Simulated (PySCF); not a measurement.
## Simulated absorption spectrum

C2H8O4Si2.
SMILES: `O=CO[C@H]([SiH3])[SiH](O)O`

Theory: TDDFT CAM-B3LYP/def2-SVPD, vertical, gas phase, core orbitals frozen in the response (PySCF). The structure is a single GFN2-xTB conformer in the gas phase; no vibrational or solvent corrections.

Computed states:

```tsv
state	E (eV)	f
S1	5.99	0.0012
S2	7.05	0.062
S3	7.37	0.014
S4	7.61	0.0080
S5	7.95	0.040
S6	8.21	0.0035
S7	8.36	0.034
S8	8.42	0.026
```

Each state is given a Gaussian of 0.3 eV full width at half maximum, with ε(max) = 2.175×10⁸ f / Δν̃ (Δν̃ the width in cm⁻¹). The width is an assumption, not a result. The curve ends short of the highest state used, and states not computed would add to its high-energy end.

Task: Give the broadened spectrum and its maxima.

Result: 
| E (eV) | ε (L mol⁻¹ cm⁻¹) |
| --- | --- |
| 5.54 | 0 |
| 5.64 | 2 |
| 5.74 | 15 |
| 5.84 | 52 |
| 5.94 | 96 |
| 6.04 | 97 |
| 6.14 | 52 |
| 6.24 | 15 |
| 6.33 | 3 |
| 6.43 | 0 |
| 6.53 | 2 |
| 6.63 | 27 |
| 6.73 | 255 |
| 6.83 | 1318 |
| 6.93 | 3683 |
| 7.03 | 5586 |
| 7.13 | 4738 |
| 7.23 | 2701 |
| 7.33 | 1774 |
| 7.43 | 1504 |
| 7.53 | 1217 |
| 7.62 | 1038 |
| 7.72 | 1237 |
| 7.82 | 2348 |

Maxima: 207 nm (5.99 eV), ε about 100, made up of S1 (100%); 176 nm (7.05 eV), ε about 5700, made up of S2 (99%) (ε in L mol⁻¹ cm⁻¹; maxima over ε = 5, shares over 10%). At its high-energy end, 7.82 eV, the curve is still rising (ε about 2300, from S5).

Task: What would ε be at 7.05 eV, the highest of these maxima, with half the width (0.15 eV)?

Result: About 11200 L mol⁻¹ cm⁻¹ against 5650, a factor of about 1.98; a lone state at its own centre would give exactly 2.

Task: Coming from long wavelengths, where does ε first pass 100 L mol⁻¹ cm⁻¹?

Result: At about 208 nm (5.95 eV), 0.04 eV below S1.
